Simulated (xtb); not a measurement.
C6H16N2 (SMILES CN(C)CCN(C)C), singlet, from a rough starting geometry; GFN2-xTB in xtb 6.7.1.

xtb was given this input:
```
$ xtb mol.xyz --gfn 2 --opt vtight --json

# file mol.xyz
24

C      2.43351845    -1.07953970     1.00436476
N      1.34109718    -0.26486970     0.39115580
C      1.85912343     0.93346057    -0.16199478
C      0.52926164    -1.02099379    -0.49716655
C     -0.71127154    -0.22458602    -1.00355668
N     -1.30169694     0.60791563    -0.07825920
C     -1.74541282    -0.09189489     1.14573374
C     -2.39652725     1.39070893    -0.68228644
H      2.98690900    -0.55679044     1.70925542
H      1.98836697    -1.95678668     1.51509457
H      3.13871686    -1.45468563     0.19841234
H      1.04531938     1.60112844    -0.39675132
H      2.48056663     0.78227657    -1.10452327
H      2.56143455     1.46292195     0.62662364
H      0.18157372    -1.87076963     0.04799826
H      1.11027023    -1.42499322    -1.35179692
H     -0.36314454     0.35779107    -1.87005470
H     -1.40307473    -1.01306153    -1.43448027
H     -0.89770824    -0.46626176     1.67546039
H     -2.25477898     0.59429190     1.80565955
H     -2.47410899    -0.88641018     0.83843090
H     -3.27240513     0.78053481    -1.08821088
H     -1.98824577     1.96557411    -1.51972752
H     -2.77529493     2.10800900     0.09516484
```

What the program printed (banner, timings and long lists left out):

```
   ID    Z sym.   atoms
    1    6 C      1, 3-5, 7, 8
    2    7 N      2, 6
    3    1 H      9-24

           -------------------------------------------------
          |                Calculation Setup                |
           -------------------------------------------------

           -------------------------------------------------
          |                 G F N 2 - x T B                 |
           -------------------------------------------------

          ...................................................
          :                      SETUP                      :
          :.................................................:
          :  # basis functions                  48          :
          :  # atomic orbitals                  48          :
          :  # shells                           32          :
          :  # electrons                        50          :
          :  max. iterations                   250          :
          :  Hamiltonian                  GFN2-xTB          :
          :  restarted?                      false          :
          :  GBSA solvation                  false          :
          :  PC potential                    false          :
          :  electronic temp.          300.0000000     K    :
          :  accuracy                    1.0000000          :
          :  -> integral cutoff          0.2500000E+02      :
          :  -> integral neglect         0.1000000E-07      :
          :  -> SCF convergence          0.1000000E-05 Eh   :
          :  -> wf. convergence          0.1000000E-03 e    :
          :  Broyden damping             0.4000000          :
          :  net charge                          0          :
          :  unpaired electrons                  0          :
          ...................................................

 iter      E             dE          RMSdq      gap      omega  full diag
   1    -27.0968525 -0.270969E+02  0.270E+00    9.70       0.0  T
   2    -27.1502820 -0.534295E-01  0.158E+00    9.65       1.0  T
   3    -27.1511923 -0.910259E-03  0.792E-01    9.60       1.0  T
   4    -27.1513549 -0.162589E-03  0.843E-02    9.54       1.0  T
   5    -27.1513692 -0.143382E-04  0.453E-02    9.54       1.0  T
   6    -27.1513709 -0.166042E-05  0.927E-03    9.54       2.2  T
   7    -27.1513712 -0.327323E-06  0.214E-03    9.54       9.5  T
   8    -27.1513712 -0.113040E-07  0.433E-04    9.54      47.1  T
   9    -27.1513712 -0.745256E-09  0.127E-04    9.54     161.2  T

   *** convergence criteria satisfied after 9 iterations ***

         :::::::::::::::::::::::::::::::::::::::::::::::::::::
         ::                     SUMMARY                     ::
         :::::::::::::::::::::::::::::::::::::::::::::::::::::
         :: total energy             -26.820949250086 Eh    ::
         :: gradient norm              0.144724637184 Eh/a0 ::
         :: HOMO-LUMO gap              9.543880557143 eV    ::
         ::.................................................::
         :: SCC energy               -27.151257716044 Eh    ::
         :: -> isotropic ES            0.010482838985 Eh    ::
         :: -> anisotropic ES          0.008663837377 Eh    ::
         :: -> anisotropic XC          0.022615583108 Eh    ::
         :: -> dispersion             -0.016779780046 Eh    ::
         :: repulsion energy           0.330308465958 Eh    ::
         :: add. restraining           0.000000000000 Eh    ::
         :: total charge              -0.000000000000 e     ::
         :::::::::::::::::::::::::::::::::::::::::::::::::::::

      -----------------------------------------------------------
     |                   =====================                   |
     |                        A N C O P T                        |
     |                   =====================                   |
     |               Approximate Normal Coordinate               |
     |                Rational Function Optimizer                |
[...]
 * total energy  :   -26.8397246 Eh     change       -0.2671408E-05 Eh
 * total energy  :   -26.8397269 Eh     change       -0.2291316E-05 Eh
 * total energy  :   -26.8397282 Eh     change       -0.1312099E-05 Eh
 * total energy  :   -26.8397281 Eh     change        0.1050349E-06 Eh
 * total energy  :   -26.8397290 Eh     change       -0.9198858E-06 Eh
 * total energy  :   -26.8397294 Eh     change       -0.4035605E-06 Eh
 * total energy  :   -26.8397298 Eh     change       -0.3495399E-06 Eh
 * total energy  :   -26.8397298 Eh     change       -0.4459945E-07 Eh
 * total energy  :   -26.8397301 Eh     change       -0.2588597E-06 Eh
 * total energy  :   -26.8397303 Eh     change       -0.2841044E-06 Eh
 * total energy  :   -26.8397305 Eh     change       -0.1535639E-06 Eh
 * total energy  :   -26.8397306 Eh     change       -0.9576263E-07 Eh
   *** GEOMETRY OPTIMIZATION CONVERGED AFTER 18 ITERATIONS ***
         :: total energy             -26.839730595293 Eh    ::
[...]
     8   6 C        3.719    -0.030    21.236     6.582
     9   1 H        0.925     0.040     2.449     2.447
    10   1 H        0.925     0.033     2.538     2.491
    11   1 H        0.923     0.010     2.894     2.661
    12   1 H        0.925     0.057     2.235     2.338
    13   1 H        0.923     0.008     2.922     2.673
    14   1 H        0.925     0.038     2.481     2.463
    15   1 H        0.924     0.033     2.549     2.497
    16   1 H        0.922     0.005     2.981     2.700
    17   1 H        0.924     0.033     2.548     2.496
    18   1 H        0.922     0.005     2.981     2.700
    19   1 H        0.925     0.057     2.235     2.338
    20   1 H        0.925     0.038     2.481     2.463
    21   1 H        0.923     0.008     2.922     2.673
    22   1 H        0.923     0.010     2.894     2.660
    23   1 H        0.925     0.033     2.538     2.491
    24   1 H        0.925     0.040     2.449     2.447

 Mol. C6AA /au·bohr⁶  :       4000.056701
 Mol. C8AA /au·bohr⁸  :      80784.862395
 Mol. α(0) /au        :         94.534676

Wiberg/Mayer (AO) data.
largest (>0.10) Wiberg bond orders for each atom

 ---------------------------------------------------------------------------
     #   Z sym  total        # sym  WBO       # sym  WBO       # sym  WBO
 ---------------------------------------------------------------------------
     1   6 C    3.988 --     2 N    1.018    10 H    0.983     9 H    0.982
                            11 H    0.973
     2   7 N    3.128 --     1 C    1.018     3 C    1.015     4 C    1.008
     3   6 C    3.986 --     2 N    1.015    14 H    0.983    12 H    0.979
                            13 H    0.974
     4   6 C    3.990 --     2 N    1.008     5 C    0.997    15 H    0.973
                            16 H    0.961
     5   6 C    3.990 --     6 N    1.008     4 C    0.997    17 H    0.973
                            18 H    0.961
     6   7 N    3.128 --     8 C    1.018     7 C    1.015     5 C    1.008
     7   6 C    3.986 --     6 N    1.015    20 H    0.983    19 H    0.979
                            21 H    0.974
     8   6 C    3.988 --     6 N    1.018    23 H    0.983    24 H    0.982
                            22 H    0.973
     9   1 H    0.998 --     1 C    0.982
    10   1 H    0.999 --     1 C    0.983
    11   1 H    1.000 --     1 C    0.973
    12   1 H    0.997 --     3 C    0.979
    13   1 H    1.000 --     3 C    0.974
    14   1 H    0.999 --     3 C    0.983
    15   1 H    0.999 --     4 C    0.973
    16   1 H    1.000 --     4 C    0.961
    17   1 H    0.999 --     5 C    0.973
    18   1 H    1.000 --     5 C    0.961
    19   1 H    0.997 --     7 C    0.979
    20   1 H    0.999 --     7 C    0.983
    21   1 H    1.000 --     7 C    0.974
    22   1 H    1.000 --     8 C    0.973
    23   1 H    0.999 --     8 C    0.983
    24   1 H    0.998 --     8 C    0.982
 ---------------------------------------------------------------------------

Topologies differ in total number of bonds
Writing topology from bond orders to xtbtopo.mol

molecular dipole:
                 x           y           z       tot (Debye)
 q only:        0.004       0.037       0.042
   full:       -0.035      -0.283      -0.327       1.102
molecular quadrupole (traceless):
                xx          xy          yy          xz          yz          zz
 q only:       -0.129      -0.535       0.248       0.387      -0.885      -0.119
  q+dip:        2.205       0.037      -1.107      -0.416      -0.239      -1.098
   full:        2.186      -0.412      -0.982      -0.078      -0.723      -1.204

optimized geometry written to: xtbopt.xyz

           -------------------------------------------------
          | TOTAL ENERGY              -26.839730595293 Eh   |
          | GRADIENT NORM               0.000037015351 Eh/α |
          | HOMO-LUMO GAP              10.120650422653 eV   |
           -------------------------------------------------
```
